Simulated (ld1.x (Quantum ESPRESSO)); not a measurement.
**Which change was made? (S, TM)**

S (Z = 16), norm-conserving Troullier–Martins (Kleinman–Bylander form), made with ld1.x (Quantum ESPRESSO) 7.5 (revPBE, non-relativistic). Core [Ne], reference 3s2 3p4. Waves: 3p (bound): rc 1.10 bohr; 3d channel at 0.05 Ry: rc 1.50 bohr; 3s (bound): rc 1.50 bohr. Local part: the s channel. Core correction: Bessel-smoothed model core, default radius (core density twice the valence density).

Cutoffs, loose and tight: the cutoffs (Ry, on a coarse ladder) from which the occupation-weighted sum of valence levels, in a spherical-Bessel basis at the reference potential, stays within 10 and 1 mRy of its value at 400 Ry. They do not see the model core or the augmentation charge, which bear on the density cutoff. Test errors are all-electron minus pseudo excitation energies from the reference, over the configurations 3s2 3p3; 3s2 3p2; 3s2 3p1; 3s2 3p0; 3s2 3p4.3; 3s0 3p6; 3s1 3p5; variants that change the core or the reference have their own tests. The largest error is taken over the tests solved by every variant that gives reliable tests at all, those not shown here included: 3s0 3p6; 3s1 3p5; 3s2 3p0; 3s2 3p2; 3s2 3p4.3.

The base gives: outcome: generated; cutoff, loose: 90 Ry; cutoff, tight: 160 Ry; bound ghosts: none; largest test error (meV): +131.

Problem. After one change the result is: outcome: failed: run_pseudo: Errors in PS-KS equation. Which change was it?
A. wave 3p (bound): rc 1.10 bohr becomes 3p (bound): rc 0.96 bohr
B. wave 3p (bound): rc 1.10 bohr becomes 3p (bound): rc 1.28 bohr
C. wave 3p (bound): rc 1.10 bohr becomes 3p (bound): rc 0.84 bohr

Solution. C. The others give: wave 3p (bound): rc 1.10 bohr becomes 3p (bound): rc 0.96 bohr → outcome: generated; cutoff, loose: 230 Ry; cutoff, tight: 300 Ry; bound ghosts: none; largest test error (meV): +69 | wave 3p (bound): rc 1.10 bohr becomes 3p (bound): rc 1.28 bohr → outcome: generated; cutoff, loose: 50 Ry; cutoff, tight: 100 Ry; bound ghosts: none; largest test error (meV): +165.
